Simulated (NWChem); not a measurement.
All runs are NWChem calculations. System: Cu2, charge 0, spin multiplicity 1, at a geometry optimised with PBE/def2-SVP. The structure started from a generated list of species. Level: EOM-CCSD/def2-SVPD, 18 core orbitals frozen.

Job file:

```
start mol
memory heap 100 mb stack 700 mb global 1900 mb
geometry units angstroms nocenter noautoz
  Cu     0.000000     0.000000     1.076541
  Cu     0.000000     0.000000    -1.076541
  symmetry group D2h
end
basis spherical
  * library def2-svpd
end
scf
  rhf
  nopen 0
  maxiter 100
  thresh 1e-7
  semidirect memsize 60000000 filesize 0
end
tce
  freeze core 18
  ccsd
  nroots 1
  2eorb
  2emet 13
  thresh 1e-5
  maxiter 200
  tilesize 24
  dipole
end
task tce energy
```

Part of the output:

```
             Northwest Computational Chemistry Package (NWChem) 7.3.0
             --------------------------------------------------------

                                NWChem Input Module
                                -------------------

 Scaling coordinates for geometry "geometry" by  1.889725989
 (inverse scale =  0.529177249)

 Turning off AUTOSYM since
 SYMMETRY directive was detected!

                             Geometry "geometry" -> ""
                             -------------------------

 Output coordinates in angstroms (scale by  1.889725989 to convert to a.u.)

  No.       Tag          Charge          X              Y              Z
 ---- ---------------- ---------- -------------- -------------- --------------
    1 Cu                  29.0000     0.00000000     0.00000000     1.07654100
    2 Cu                  29.0000     0.00000000     0.00000000    -1.07654100

 Effective nuclear repulsion energy (a.u.)     206.6981500977

            Nuclear Dipole moment (a.u.)
            ----------------------------
        X                 Y               Z
 ---------------- ---------------- ----------------
     0.0000000000     0.0000000000     0.0000000000

      Symmetry information
      --------------------

 Group name             D2h
 Group number             26
 Group order               8
 No. of unique centers     1

      Symmetry unique atoms

     1


 Summary of "ao basis" -> "" (spherical)
 ------------------------------------------------------------------------------
       Tag                 Description            Shells   Functions and Types
 ---------------- ------------------------------  ------  ---------------------
 *                         def2-svpd                  on all atoms

 Summary of "ao basis" -> "ao basis" (spherical)
 ------------------------------------------------------------------------------
       Tag                 Description            Shells   Functions and Types
 ---------------- ------------------------------  ------  ---------------------
 Cu                        def2-svpd                12       34   5s4p2d1f

                                 NWChem SCF Module
                                 -----------------

  ao basis        = "ao basis"
  functions       =    68
  atoms           =     2
  closed shells   =    29
  open shells     =     0
  charge          =   0.00
  wavefunction    = RHF
  use symmetry    = T
  symmetry adapt  = T

 Summary of "ao basis" -> "ao basis" (spherical)
 ------------------------------------------------------------------------------
       Tag                 Description            Shells   Functions and Types
 ---------------- ------------------------------  ------  ---------------------
 Cu                        def2-svpd                12       34   5s4p2d1f

      Symmetry analysis of basis
      --------------------------

        ag         15
        au          3
        b1g         3
        b1u        15
        b2g         8
        b2u         8
        b3g         8
        b3u         8

 Forming initial guess at       0.0s

      Superposition of Atomic Density Guess
      -------------------------------------

 Sum of atomic energies:       -3277.37110967

      Non-variational initial energy
      ------------------------------

 Total energy =   -3276.925707
 1-e energy   =   -4976.335047
 2-e energy   =    1492.711190
 HOMO         =      -0.474173
 LUMO         =      -0.133587

      Symmetry analysis of molecular orbitals - initial
      -------------------------------------------------

 !! scf_movecs_sym_adapt:   44 vectors were symmetry contaminated

  Symmetry fudging

 !! scf_movecs_sym_adapt:   44 vectors were symmetry contaminated

  Numbering of irreducible representations:

     1 ag          2 au          3 b1g         4 b1u         5 b2g
     6 b2u         7 b3g         8 b3u

  Orbital symmetries:

     1 b1u         2 ag          3 b1u         4 ag          5 ag
     6 b1u         7 b2g         8 b3g         9 b3u        10 b2u
    11 ag         12 b1u        13 ag         14 b1u        15 b2u
    16 b3u        17 b3g        18 b2g        19 ag         20 b2u
    21 b3u        22 ag         23 b1g        24 b1u        25 au
    26 b2g        27 b3g        28 b1u        29 ag         30 b1u
    31 b2u        32 b3u        33 ag         34 b3g        35 b2g
    36 ag         37 b1u        38 b1u        39 b3u

 Starting SCF solution at       0.4s

 ----------------------------------------------
         Quadratically convergent ROHF

 Convergence threshold     :          1.000E-07
 Maximum no. of iterations :          100
 Final Fock-matrix accuracy:          1.000E-09
 ----------------------------------------------

              iter       energy          gnorm     gmax       time
             ----- ------------------- --------- --------- --------
                 1    -3277.1948011404  2.24D+00  6.65D-01      0.4
                 2    -3277.3765233733  4.84D-01  1.46D-01      0.4
                 3    -3277.3917217068  2.43D-01  6.86D-02      0.4
                 4    -3277.3936292413  1.08D-02  2.63D-03      0.4
                 5    -3277.3936388681  3.88D-05  1.47D-05      0.5
                 6    -3277.3936388686  7.37D-09  2.70D-09      0.5

       Final RHF  results
       ------------------

         Total SCF energy =  -3277.393638868581
      One-electron energy =  -4993.320083225597
      Two-electron energy =   1509.228294259274
 Nuclear repulsion energy =    206.698150097742

        Time for solution =      0.1s

       Symmetry analysis of molecular orbitals - final
[...]
   0.0064782825085   0.1360815518247    3.70297     6.6     6.6

 Iteration  22 using   22 trial vectors
   0.0048864262869   0.1360953739356    3.70335     7.1     7.1

 Iteration  23 using   23 trial vectors
   0.0047971573807   0.1360725659598    3.70272     6.8     6.8

 Iteration  24 using   24 trial vectors
   0.0047502388879   0.1359697162806    3.69993     6.5     6.5

 Iteration  25 using   25 trial vectors
   0.0040771535987   0.1360455049353    3.70199     6.7     6.7

 Iteration  26 using   26 trial vectors
   0.0028101349954   0.1359455589563    3.69927     6.6     6.6

 Iteration  27 using   27 trial vectors
   0.0016700004250   0.1360402831555    3.70185     6.4     6.4

 Iteration  28 using   28 trial vectors
   0.0008673251905   0.1359772092251    3.70013     6.4     6.4

 Iteration  29 using   29 trial vectors
   0.0003760710729   0.1359995264804    3.70074     6.4     6.4

 Iteration  30 using   30 trial vectors
   0.0002239731202   0.1359907142810    3.70050     6.4     6.4

 Iteration  31 using   31 trial vectors
   0.0001110938594   0.1359903771409    3.70049     6.6     6.6

 Iteration  32 using   32 trial vectors
   0.0000611384908   0.1359912528924    3.70051     6.9     6.9

 Iteration  33 using   33 trial vectors
   0.0000267746256   0.1359905912923    3.70049     7.2     7.2

 Iteration  34 using   34 trial vectors
   0.0000131418814   0.1359909567353    3.70050     9.9     9.9

 Iteration  35 using   35 trial vectors
   0.0000050000304   0.1359909441362    3.70050     9.0     9.0
 --------------------------------------------------------------
 Iterations converged

 Excited state root  1
 Excitation energy / hartree =        0.135991145177500
                   / eV      =        3.700508917517550

 EOM-CCSD transition moments / hartree
 --------------------------------------------
 X    0.0000000 Y    0.0000000 Z    0.0000000
 Oscillator Strength               -0.0000000
 --------------------------------------------

 EOM-CCSD dipole moments / hartree & Debye
 ------------------------------------
   X        -0.0000000     -0.0000000
   Y        -0.0000000     -0.0000000
   Z         0.0000000      0.0000000
 Total       0.0000000      0.0000000
 ------------------------------------

 Singles contributions
    33ag  (alpha) ---    26b3g (alpha)       -0.3017656579
    37ag  (alpha) ---    26b3g (alpha)       -0.1259730108
    41ag  (alpha) ---    26b3g (alpha)       -0.2174886177
    30b1u (alpha) ---    20b2u (alpha)       -0.7620729853
    38b1u (alpha) ---    20b2u (alpha)       -0.2954113803
    32b2u (alpha) ---    28b1u (alpha)       -0.1213731599

 Doubles contributions

 =========================================
 Excited-state calculation ( b3u symmetry)
 =========================================
 Dim. of EOMCC iter. space      500

 EOMCCSD SOLVER TYPE  1
  maxdiff =   0.28505006029214763

 No. of initial right vectors    5

 EOM-CCSD right-hand side iterations
 --------------------------------------------------------------
      Residuum       Omega / hartree  Omega / eV    Cpu    Wall
 --------------------------------------------------------------

 Iteration   1 using    5 trial vectors
   0.2262174889473   0.1889010241468    5.14026    19.8    19.8

 Iteration   2 using    6 trial vectors
   0.1050253672831   0.1635543909497    4.45054     2.7     2.7

 Iteration   3 using    7 trial vectors
   0.0568824728314   0.1604720049791    4.36667     2.7     2.7

 Iteration   4 using    8 trial vectors
   0.0483898976261   0.1588755455039    4.32323     2.7     2.7

 Iteration   5 using    9 trial vectors
   0.0682626033805   0.1526443034049    4.15366     2.8     2.8

 Iteration   6 using   10 trial vectors
   0.1041941144818   0.1463947567551    3.98361     3.1     3.1

 Iteration   7 using   11 trial vectors
   0.0986556922305   0.1319905482536    3.59165     3.1     3.1

 Iteration   8 using   12 trial vectors
   0.1047871909697   0.1187273425660    3.23074     2.7     2.7

 Iteration   9 using   13 trial vectors
   0.0743675546326   0.1092612788239    2.97315     3.4     3.4

 Iteration  10 using   14 trial vectors
   0.0456079465863   0.1039796534262    2.82943     3.1     3.1

 Iteration  11 using   15 trial vectors
   0.0333833933233   0.1018358163936    2.77109     2.7     2.7

 Iteration  12 using   16 trial vectors
   0.0216478596518   0.1011163509401    2.75152     2.9     2.9

 Iteration  13 using   17 trial vectors
   0.0110737259562   0.1005878925039    2.73714     2.7     2.7

 Iteration  14 using   18 trial vectors
   0.0070845300943   0.1005551631727    2.73625     2.8     2.8

 Iteration  15 using   19 trial vectors
   0.0033524720063   0.1004738796264    2.73403     2.7     2.7

 Iteration  16 using   20 trial vectors
   0.0015523714522   0.1004716746005    2.73397     2.7     2.7

 Iteration  17 using   21 trial vectors
   0.0007503627410   0.1004523930939    2.73345     2.7     2.7

 Iteration  18 using   22 trial vectors
   0.0005088970663   0.1004686883219    2.73389     2.7     2.7

 Iteration  19 using   23 trial vectors
   0.0002800646540   0.1004494596163    2.73337     4.3     4.3

 Iteration  20 using   24 trial vectors
   0.0001348032346   0.1004577016222    2.73359     4.0     4.0

 Iteration  21 using   25 trial vectors
   0.0000643153068   0.1004538329302    2.73349     2.6     2.6

 Iteration  22 using   26 trial vectors
   0.0000438876955   0.1004557545736    2.73354     2.6     2.6

 Iteration  23 using   27 trial vectors
   0.0000246080880   0.1004544806431    2.73351     2.6     2.6

 Iteration  24 using   28 trial vectors
   0.0000171747457   0.1004554460219    2.73353     2.7     2.7

 Iteration  25 using   29 trial vectors
   0.0000095141797   0.1004548423161    2.73352     2.6     2.6
 --------------------------------------------------------------
 Iterations converged
 ------------------

 Excited state root  1
 Excitation energy / hartree =        0.100454842316067
                   / eV      =        2.733516504425542
 largest EOMCCSD amplitudes: R1 and R2

 Singles contributions
    33ag  (alpha) ---    21b3u (alpha)        0.1300468414
    41ag  (alpha) ---    21b3u (alpha)        0.1346764230
    30b1u (alpha) ---    27b2g (alpha)        0.8265556503
    38b1u (alpha) ---    27b2g (alpha)        0.3212925494

 Doubles contributions

 No. of initial left vectors    1

 EOM-CCSD left-hand side iterations
 --------------------------------------------------------------
      Residuum       Omega / hartree  Omega / eV    Cpu    Wall
 --------------------------------------------------------------

 Iteration   1 using    1 trial vectors
   0.2926199283794   0.1947542308795    5.29953     6.4     6.4

 Iteration   2 using    2 trial vectors
   0.1134127840737   0.1686828573486    4.59010     6.9     6.9

 Iteration   3 using    3 trial vectors
   0.0677716928620   0.1611484140513    4.38507     7.2     7.2

 Iteration   4 using    4 trial vectors
   0.0362369150235   0.1587889760078    4.32087     6.8     6.8

 Iteration   5 using    5 trial vectors
   0.0579158590955   0.1554661416981    4.23045     6.5     6.5

 Iteration   6 using    6 trial vectors
   0.0852278389159   0.1506641174856    4.09978     6.5     6.5

 Iteration   7 using    7 trial vectors
   0.0904299662133   0.1357956914846    3.69519     6.6     6.6

 Iteration   8 using    8 trial vectors
   0.1171612796486   0.1243774434497    3.38448     6.6     6.6

 Iteration   9 using    9 trial vectors
   0.0942170668513   0.1142475428015    3.10884     6.8     6.8

 Iteration  10 using   10 trial vectors
   0.0636112164070   0.1036991250458    2.82180     6.9     6.9

 Iteration  11 using   11 trial vectors
   0.0400142494547   0.1043046997309    2.83828     6.6     6.6

 Iteration  12 using   12 trial vectors
   0.0302079680263   0.1001569310665    2.72541     6.5     6.5

 Iteration  13 using   13 trial vectors
   0.0155015389570   0.1017689746254    2.76928     6.6     6.6

 Iteration  14 using   14 trial vectors
   0.0096657627312   0.0996853615895    2.71258     6.5     6.5

 Iteration  15 using   15 trial vectors
   0.0052827342500   0.1008930080984    2.74544     6.6     6.6

 Iteration  16 using   16 trial vectors
   0.0032397882215   0.1003221440956    2.72991     6.5     6.5

 Iteration  17 using   17 trial vectors
   0.0014744779888   0.1004754863310    2.73408     6.6     6.6

 Iteration  18 using   18 trial vectors
   0.0010061920506   0.1004702963333    2.73394     6.7     6.7

 Iteration  19 using   19 trial vectors
   0.0006851504281   0.1004446027627    2.73324     6.6     6.6

 Iteration  20 using   20 trial vectors
   0.0003635826765   0.1004576714945    2.73359     6.5     6.5

 Iteration  21 using   21 trial vectors
   0.0001629005276   0.1004532909875    2.73347     6.6     6.6

 Iteration  22 using   22 trial vectors
   0.0001135739808   0.1004534679504    2.73348     6.9     6.9

 Iteration  23 using   23 trial vectors
   0.0000630079716   0.1004550698127    2.73352     6.5     6.5

 Iteration  24 using   24 trial vectors
   0.0000321033936   0.1004551557428    2.73353     6.4     6.4

 Iteration  25 using   25 trial vectors
   0.0000149853743   0.1004548308308    2.73352     6.5     6.5

 Iteration  26 using   26 trial vectors
   0.0000074148805   0.1004549728439    2.73352     6.4     6.4
 --------------------------------------------------------------
 Iterations converged

 Excited state root  1
 Excitation energy / hartree =        0.100454842316067
                   / eV      =        2.733516504425542

 EOM-CCSD transition moments / hartree
 --------------------------------------------
 X    0.1483722 Y    0.0000000 Z    0.0000000
 Oscillator Strength                0.0014743
 --------------------------------------------

 EOM-CCSD dipole moments / hartree & Debye
 ------------------------------------
   X        -0.0000000     -0.0000000
   Y        -0.0000000     -0.0000000
   Z         0.0000000      0.0000000
 Total       0.0000000      0.0000000
 ------------------------------------

 Singles contributions
    33ag  (alpha) ---    21b3u (alpha)        0.1300468414
    41ag  (alpha) ---    21b3u (alpha)        0.1346764230
    30b1u (alpha) ---    27b2g (alpha)        0.8265556503
    38b1u (alpha) ---    27b2g (alpha)        0.3212925494

 Doubles contributions

 Task  times  cpu:     2127.6s     wall:     2127.6s

 Total times  cpu:     2127.6s     wall:     2127.6s
```
